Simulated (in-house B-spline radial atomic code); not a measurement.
## B97-1 excitations of C III (C2+)

Method: B97-1. Computed with an all-electron radial atomic-structure program (B-spline basis): linear response of the closed shell [He] 2s2 with the functional's adiabatic kernel; scalar-relativistic (spin-free one-electron X2C), finite nucleus, no spin-orbit coupling, no double excitations, S, P, D and F terms only.

Command:
```bash
python run_td.py task.json out
```
Settings (radii: box in bohr, nucleus in fm):
```
Z                        6
electrons                4
configuration            [He] 2s2
hamiltonian              x2c
method                   b97_1
box_radius               29.48
rms_radius               2.4702
intervals                75
```

Cost of the run: 0.4 s on 1 thread of Arm Neoverse N1, on a shared host.

The lowest states, in the order of their Tamm-Dancoff energies; the method's threshold (minus the highest occupied level) is 41.77 eV. Labels give the largest channel, * marks a mixed state, and oscillator strengths are full-response dipole values. Semilocal kernels can invert the small singlet-triplet splittings of Rydberg terms. Energies in eV:

```csv
state,full response,Tamm-Dancoff,oscillator strength
2s → 2p 3P,?,?,-
2s → 2p 1P,11.906,12.560,0.749
2s → 3s 3S,28.155,28.175,-
2s → 3s 1S,29.317,29.336,-
2s → 3p 3P,30.30,30.33,-
2s → 3p 1P,30.74,30.75,0.211
2s → 3d 3D,31.86,31.88,-
2s → 3d 1D,32.21,32.21,-
2s → 4s 3S,35.62,35.62,-
2s → 4s 1S,35.86,35.86,-
2s → 4p 3P,36.35,36.35,-
2s → 4p 1P,36.39,36.39,0.0586
2s → 4d 3D,36.88,36.88,-
2s → 4d 1D,?,?,-
2s → 4f 3F,37.26,37.27,-
2s → 4f 1F,37.41,37.41,-
```

**Question.** Where does 2s → 4d 1D lie?

**Answer.** At 36.97 eV in full response, 36.97 eV in Tamm-Dancoff.

**Question.** Where does 2s → 2p 3P lie?

**Answer.** At 5.457 eV in full response, 6.086 eV in Tamm-Dancoff.

**Question.** How large is the singlet-triplet splitting of 2s → 2p (P terms) in Tamm-Dancoff?

**Answer.** 6.47 eV, from the unrounded values.

**Question.** What polarisabilities and dispersion coefficient does the method give?

**Answer.** Dipole 4.276 bohr³, quadrupole 5.298 bohr⁵, C6 6.618 hartree·bohr⁶ for two such species.
